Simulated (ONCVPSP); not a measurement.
# u(r) = r·R(r): atom against pseudo-atom (Pt (Z = 78))

Columns: radius, all-electron u(r) and pseudo u(r) of the 5s shell (level -102.91 eV) of platinum in the configuration [Kr] 4d10 4f14 5s2 5p6 5d9 6s0.5 6p0.5; PBE, scalar-relativistic, ONCV scheme, ONCVPSP 4.0.1.

```json
{"r (bohr)": "0.108", "all-electron": "0.3249", "pseudo": "0.1034"}
{"r (bohr)": "0.215", "all-electron": "-0.0477", "pseudo": "0.2300"}
{"r (bohr)": "0.322", "all-electron": "-0.6752", "pseudo": "0.3932"}
{"r (bohr)": "0.430", "all-electron": "-0.3552", "pseudo": "0.5890"}
{"r (bohr)": "0.538", "all-electron": "0.3044", "pseudo": "0.7927"}
{"r (bohr)": "0.645", "all-electron": "0.8390", "pseudo": "0.9697"}
{"r (bohr)": "0.752", "all-electron": "1.1360", "pseudo": "1.0917"}
{"r (bohr)": "0.860", "all-electron": "1.2284", "pseudo": "1.1408"}
{"r (bohr)": "0.968", "all-electron": "1.1822", "pseudo": "1.1138"}
{"r (bohr)": "1.075", "all-electron": "1.0623", "pseudo": "1.0257"}
{"r (bohr)": "1.182", "all-electron": "0.9125", "pseudo": "0.8990"}
{"r (bohr)": "1.290", "all-electron": "0.7584", "pseudo": "0.7555"}
{"r (bohr)": "1.398", "all-electron": "0.6161", "pseudo": "0.6158"}
{"r (bohr)": "1.505", "all-electron": "0.4933", "pseudo": "0.4931"}
{"r (bohr)": "1.612", "all-electron": "0.3900", "pseudo": "0.3899"}
{"r (bohr)": "1.720", "all-electron": "0.3047", "pseudo": "0.3046"}
{"r (bohr)": "1.828", "all-electron": "0.2363", "pseudo": "0.2362"}
{"r (bohr)": "1.935", "all-electron": "0.1826", "pseudo": "0.1825"}
{"r (bohr)": "2.042", "all-electron": "0.1404", "pseudo": "0.1404"}
{"r (bohr)": "2.150", "all-electron": "0.1073", "pseudo": "0.1073"}
{"r (bohr)": "2.258", "all-electron": "0.0817", "pseudo": "0.0817"}
{"r (bohr)": "2.365", "all-electron": "0.0622", "pseudo": "0.0622"}
{"r (bohr)": "2.472", "all-electron": "0.0473", "pseudo": "0.0473"}
{"r (bohr)": "2.580", "all-electron": "0.0358", "pseudo": "0.0358"}
{"r (bohr)": "2.688", "all-electron": "0.0270", "pseudo": "0.0270"}
{"r (bohr)": "2.795", "all-electron": "0.0204", "pseudo": "0.0204"}
```

Q: How many radial nodes do the two functions have?

A: The all-electron 5s function has n − l − 1 = 4 (the table is too coarse to show those close to the nucleus); the pseudo-wave has 0, since the states of the same l below it are removed with the core.

Q: At about which radius was the pseudo-wave matched?

A: 1.45 bohr, where the columns begin to agree (steps of 0.11 bohr).

Q: Where does each function peak?

A: Outermost all-electron maximum near 0.86 bohr, pseudo maximum near 0.86 bohr (to the table’s step).

Q: Is the pseudo-wave norm-conserving?

A: Yes: the ONCV scheme keeps the norm inside the radius equal to the all-electron one, which fixes the energy derivative of the logarithmic derivative at the level.
